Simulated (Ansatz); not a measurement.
`[OH][Al]([F])[F]` + `[OH]`• → `[O][Al]([F])[F]`• + H₂O at 298.15 K and 1 bar (hydrogen abstraction from the O–H bond).

Computed with Ansatz on PBE0-D4/def2-TZVP structures; ΔE is electronic, products minus reactants. CBS: MP2 limit from def2 TZ/QZ plus the TZ coupled-cluster correction, frozen cores. This one scheme is used for every species. No spin–orbit coupling; open shells (•) take unrestricted orbitals. One conformer a species, not always the lowest.

```tsv
species	CCSD(T)/CBS energy (Eh)	H − E (kJ/mol)	S (J/(mol·K))
`[OH][Al]([F])[F]`	-517.59653	65.4	299.2
`[OH]`•	-75.67771	31.1	184.0
`[O][Al]([F])[F]`•	-516.88656	34.1	293.8
H₂O	-76.37941	66.4	188.7
```

H − E and S are ideal-gas, rigid-rotor, harmonic terms from PBE0-D4/def2-TZVP, for one conformer and one mirror image of each species, with the whole ground term of open shells counted as degenerate. 1 Eh = 2625.50 kJ/mol, R = 8.31446 J/(mol·K).

Q: By hand: ΔE, ΔH, ΔS and ΔG.

A: ΔE = (-516.88656) + (-76.37941) − (-517.59653) − (-75.67771) = 0.00827 Eh = 21.7 kJ/mol. Δ(H − E) = 34.1 + 66.4 − 65.4 − 31.1 = 4.0, so ΔH = 25.7 kJ/mol. ΔS = 293.8 + 188.7 − 299.2 − 184.0 = -0.7 J/(mol·K). ΔG = 25.7 − 298.15 × (-0.7)/1000 = 25.9 kJ/mol.

Q: By hand: the equilibrium constant, and the temperature at which ΔG would vanish if ΔH and ΔS stayed fixed.

A: log₁₀ K = −ΔG/(RT ln 10) = -4.5. ΔH and −TΔS have one sign here, so there is no such temperature. One of them is within its doubt of zero, so this could turn.

The number of gas molecules stays the same, so ΔS is small and ΔH decides. A doubt of 5 kJ/mol in ΔE shifts log₁₀ K by 0.9 here. Other conformers and mirror images would add mixing entropy, several J/(mol·K) or more a flexible species. These are equilibria of isolated gas molecules and say nothing of rates. Largest T1 diagnostic: 0.013 (customary marks: 0.02 for closed shells, 0.045 for open ones).
